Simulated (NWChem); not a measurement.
Species: C2H4FNOSi; SMILES N(/C=O)=C\[SiH2]F

```xyz
10

O      0.1707     3.3825     0.0000
C     -0.3731     2.3073     0.0000
N      0.3355     1.0627     0.0000
C     -0.4127     0.0123     0.0000
Si     0.4855    -1.6585     0.0000
F     -0.6384    -2.8529     0.0000
H     -1.5053     2.1837     0.0000
H     -1.5363     0.0988     0.0000
H      1.3125    -1.7674     1.2440
H      1.3125    -1.7674    -1.2440
```
Atoms are numbered in this order, from 1.

Level: PBE-D3(BJ)/def2-SVP (NWChem), optimised geometry, unscaled harmonic frequencies. 

```csv
frequency (cm⁻¹),IR intensity (km/mol)
52,15.4
79,1.1
93,10.7
186,1.7
248,1.4
341,2.1
557,36.5
602,14.9
702,14.6
783,13.6
834,22.3
880,261.7
885,37.5
927,153.2
1026,0.4
1030,180.7
1264,33.4
1341,4.6
1620,91.0
1813,217.7
2196,45.2
2209,96.0
2734,126.5
2841,44.0
```

| Item | Result |
|---|---|
| zero-point energy | 36.1 kcal/mol |
| thermal correction to the enthalpy at 298.15 K (with zero-point energy) | 41.4 kcal/mol |
| heat capacity Cv | 23.9 cal/(mol K) |
| entropy at 298.15 K and 1 atm (symmetry number 1) | 87.1 cal/(mol K) |
| dipole moment | 2.12 D |

Rigid rotor and harmonic oscillator; modes under 100 cm⁻¹ make the entropy uncertain.
